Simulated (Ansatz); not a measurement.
Cl2Si (SMILES Cl[Si]Cl): geometry of the low-spin state from B3LYP-D3(BJ)/def2-TZVP.
(charge 0, multiplicity 1):
```xyz
3

Cl    -1.623    -0.387     0.000
Si    -0.001     0.937     0.000
Cl     1.624    -0.385     0.000
```
The high-spin state stands at its own minimum; R- takes a restricted low-spin state.

Codes used: Ansatz (a quantum-chemistry and plane-wave program) with Gaussian orbitals. Each number belongs to the level named beside it.

The gap E(multiplicity 1) − E(multiplicity 3) (kcal/mol) and the share of exact exchange:

| functional | exact exchange (%) | value |
|---|---|---|
| R-PBE/def2-TZVPP | 0 | -49.93 |
| R-PBE0/def2-TZVPP | 25 | -47.99 |
| R-B3LYP/def2-TZVPP | 20 | -52.91 |
| R-BHLYP/def2-TZVPP | 50 | -51.00 |
| R-r2SCAN/def2-TZVPP | 0 | -44.08 |

Q: Take the value as linear in the share of exact exchange along PBE and PBE0. Give the slope, say whether the sign turns, and set the other functionals against that line.

A: 
Slope: (-47.99 − (-49.93))/2.5 = 0.78 kcal/mol for each 10 %. The line keeps its sign from 0 to 100 %. At 50 % it gives -46.0 kcal/mol. From B3LYP to BHLYP the slope is (-51.00 − (-52.91))/3 = 0.64 for each 10 %. BHLYP, at 50 %, lies -4.9 from the PBE line. B3LYP, at 20 %, lies -4.5 from the PBE line. r2SCAN, with none, stands 5.9 from PBE.
